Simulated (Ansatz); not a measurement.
Consider the isomerisation: `CC(F)[SiH2][SiH3]` → `CC[SiH](F)[SiH3]`.

Gas-phase electronic energies from Ansatz, PBE0-D4/def2-TZVP geometries. CCSD(T)/CBS adds triple-zeta CCSD(T) − MP2 to the extrapolated MP2 energy (def2 sets, frozen cores). DFT in def2-TZVPP. Each species was taken in one conformer, which may not be the lowest.

```csv
level,ΔE (kJ/mol)
PBE-D4,-203.4
r2SCAN-D4,-214.9
ωB97X-V,-211.3
ωB97M-V,-215.2
r2SCAN,-214.9
MP2/def2-TZVPP,-229.6
MP2/def2-QZVPP,-232.7
SCS-MP2/def2-QZVPP,-228.0
```

Q: What does CCSD(T)/CBS give? (An estimate is asked.)

A: The calculation gave: -222.1 kJ/mol. The listed levels differ from it by 18.7, 7.2, 10.8, 6.9, 7.2, -7.5, -10.6, -5.9 kJ/mol.

Largest T1 diagnostic among the species: 0.012.

From PBE to PBE0 (25 % exact exchange), in def2-TZVPP and without D4, ΔE moves by −7.3 kJ/mol.
